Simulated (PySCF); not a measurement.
This PySCF input asks for the NMR shieldings of SMILES [Si@H]1(N)C[C@@H](C#C)[C@@H](C)C1, C₇H₁₃NSi; the geometry comes from GFN2-xTB.

```python
import basis_set_exchange as bse
import numpy as np
from pyscf import gto, dft
from pyscf.prop import nmr

atoms = """
C     3.256142   -1.335556    0.331062
C     2.152314   -0.945176    0.581648
C     0.808119   -0.489256    0.866061
C    -0.249628   -1.395190    0.216102
Si   -1.823611   -0.333224    0.256313
N    -2.507458   -0.248718   -1.328338
C    -0.905586    1.278022    0.677367
C     0.571223    0.965832    0.412531
C     0.901469    1.155261   -1.064040
H     4.226457   -1.672878    0.118481
H     0.663330   -0.520414    1.953943
H    -0.321583   -2.333543    0.762738
H     0.050951   -1.642322   -0.801224
H    -2.738741   -0.739895    1.339530
H    -2.800204   -1.111249   -1.759831
H    -3.197940    0.463597   -1.504489
H    -1.217480    2.146850    0.101735
H    -1.044557    1.528745    1.729466
H     1.219021    1.628662    0.999615
H     0.829264    2.207525   -1.332413
H     1.913531    0.814818   -1.274056
H     0.204555    0.597494   -1.683831
"""
names = dict.fromkeys(["C", "Si", "N", "H"], "pcSseg-1")
basis = {el: gto.basis.parse(bse.get_basis(n, elements=[el], fmt="nwchem")) for el, n in names.items()}
mol = gto.M(atom=atoms, basis=basis, charge=0, verbose=0)
mf = dft.RKS(mol, xc="PBE0")
mf.grids.level = 2
mf.grids.alignment = dft.numint.BLKSIZE   # the property module wants whole blocks of grid points
mf.conv_tol = 1e-9
mf.kernel()

calc = nmr.RKS(mf)   # GIAO
C = mf.mo_coeff
Co = C[:, mf.mo_occ > 0]
resp = mf.gen_response(singlet=True, hermi=2)
def vind(x):   # induced exchange potential for any number of trial vectors
    d = np.einsum("pi,xij,qj->xpq", C, 2 * x.reshape(-1, C.shape[1], Co.shape[1]), Co, optimize=True)
    return np.einsum("xpq,pi,qj->xij", resp(d - d.transpose(0, 2, 1)), C, Co, optimize=True).ravel()
mo1, _ = nmr.rhf.solve_mo1(calc, with_cphf=vind)
sigma = calc.kernel(mo1)
for i, s in enumerate(sigma):   # ppm
    w = np.linalg.eigvalsh((s + s.T) / 2)
    print("%2d %-2s iso %8.1f  s11 %8.1f  s22 %8.1f  s33 %8.1f" % (i, mol.atom_pure_symbol(i), w.mean(), *w))
```

Question: What are the results?

Answer: 
```
 0 C  iso    110.3  s11     38.8  s22     47.5  s33    244.6
 1 C  iso     93.4  s11    -13.0  s22     -4.7  s33    297.8
 2 C  iso    150.1  s11    127.0  s22    150.7  s33    172.7
 3 C  iso    166.4  s11    144.9  s22    165.1  s33    189.2
 4 Si iso    346.7  s11    294.9  s22    358.0  s33    387.1
 5 N  iso    248.2  s11    223.7  s22    255.2  s33    265.7
 6 C  iso    163.9  s11    151.0  s22    159.8  s33    180.9
 7 C  iso    145.4  s11    124.8  s22    152.0  s33    159.4
 8 C  iso    167.6  s11    151.5  s22    165.2  s33    186.3
 9 H  iso     30.1  s11     24.7  s22     25.0  s33     40.6
10 H  iso     29.3  s11     25.0  s22     27.8  s33     35.1
11 H  iso     30.4  s11     25.7  s22     28.7  s33     37.0
12 H  iso     30.7  s11     27.7  s22     29.1  s33     35.4
13 H  iso     26.4  s11     22.2  s22     24.5  s33     32.6
14 H  iso     31.4  s11     23.8  s22     27.6  s33     42.8
15 H  iso     31.4  s11     23.9  s22     27.4  s33     42.9
16 H  iso     31.1  s11     27.1  s22     28.9  s33     37.2
17 H  iso     30.9  s11     25.7  s22     28.1  s33     38.9
18 H  iso     29.4  s11     25.5  s22     26.8  s33     35.8
19 H  iso     30.9  s11     26.5  s22     28.0  s33     38.1
20 H  iso     30.0  s11     24.0  s22     29.6  s33     36.4
21 H  iso     30.3  s11     25.4  s22     31.2  s33     34.2
```

These numbers come from an equivalent density-fitted implementation of the same equations, which agrees with the script to about 0.01 ppm for H and up to a few tenths of a ppm for heavy atoms, so last digits may differ.

Question: Turn these shieldings into chemical shifts. Chemical shifts δ = σref − σ; TMS for $^{13}$C (σref 186.93) and $^{29}$Si (σref 349.16) and $^{1}$H (σref 31.72); $^{15}$N (σref 267.73) vs NH3, all at this level.

Answer: Averaging equivalent atoms: C 1: 93.6; C 0: 76.6; C 7: 41.5; C 2: 36.8; C 6: 23.0; C 3: 20.5; C 8: 19.3; Si 4: 2.5; N 5: 19.5; H 13: 5.33; H 10: 2.42; H 18: 2.36; H 9: 1.62; H 19/20/21: 1.33; H 11: 1.28; H 12: 0.98; H 17: 0.80; H 16: 0.66; H 14/15: 0.32 ppm. Experimental scales use liquid or dissolved standards, which lie at an offset from isolated NH3 (liquid NH3: subtract about 20 ppm).

Size and cost of the density-fitted run: 225 basis functions, 2.2 min wall time on 1 thread of an Intel Xeon, shared host; peak memory 1.1 GiB.
